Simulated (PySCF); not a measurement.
# Electron correlation in Pd (palladium, neutral)

[Kr] 4d9 5p1, one real determinant (an excited configuration). Computed with PySCF 2.14 in def2-QZVPPD with the def2 core potential (28 electrons), with scalar relativity through the core potential. Frozen: 4s2 4p6; 10 electrons correlated.

MP2 pair energies summed by pair of shells (mhartree):

```tsv
pair	energy	share (%)
4d-4d	-302.91	95.1
4d-5p	-15.61	4.9
```

Total MP2 correlation energy: -318.52 mhartree.

Same-spin part -115.67 and opposite-spin part -202.85 mhartree; SCS-MP2 scales them by 1/3 and 6/5 to -281.98 mhartree.

The reference is one real determinant that mixes LS terms of this configuration.
